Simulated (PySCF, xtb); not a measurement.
C₅H₅, SMILES [CH]1C=CC=C1 (connectivity only; charge and spin as stated), charge +1, multiplicity 1.

Geometry optimised at PBE0-D3(BJ)/def2-SVP. The spin state was assumed, not searched. The isomer is the one that the SMILES or the coordinates give; other isomers of the formula were not compared.

Level of theory: C-PCM-ωB97X/def2-SVP run with PySCF.

The values are the electrostatic part of the solvation free energy, E(continuum) − E(gas) at the gas-phase geometry, in a cavity of scaled van der Waals radii (PySCF's table); cavitation and dispersion terms are not included. In vacuum the orbital gap is 6.89 eV.

**Question.** Estimate the values in water (ε = 78.36), dichloromethane (ε = 8.93), ethanol (ε = 24.85). (Estimate from the structure and the level; the computed values follow.)

**Answer.** 
```tsv
solvent	ε	ΔG(elec) (kcal/mol)	gap (eV)
water	78.36	-58.3	7.00
dichloromethane	8.93	-52.5	6.99
ethanol	24.85	-56.7	6.99
```

For comparison, GFN2-xTB/ALPB(water) (xtb, at the GFN2-xTB geometry, all terms of that model) gives -57.1 kcal/mol.
